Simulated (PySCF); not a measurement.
Level of theory: PySCF, PBE0, basis Cr def2-TZVP, H def2-TZVP (no relativity, density fitting). Open shells, if any, are unrestricted.

Task: What spin state, shape and geometry does isolated CrH₃ take (every ligand bound to Cr)?

Result: Formally Cr is in oxidation state +3, d3, with 3 unpaired electrons (the high-spin count). The Mulliken spin on Cr is 3.77. The polar-tensor charge on Cr, 0.94, is far below the formal one. The lowest minimum found is a quartet of C3v symmetry with Cr–H 1.616 Å (×3); H–Cr–H 106.8° (×3). Its harmonic wavenumbers are 458 (a1), 586 (e), 1737 (a1), 1739 (e) cm⁻¹ and its dipole moment is 2.94 D.

The determinant is spin-contaminated (⟨S²⟩ = 3.97, pure value 3.75). Only a few start shapes were tried, so a lower isomer may exist. With open d or f shells other occupations or spin states may lie lower.
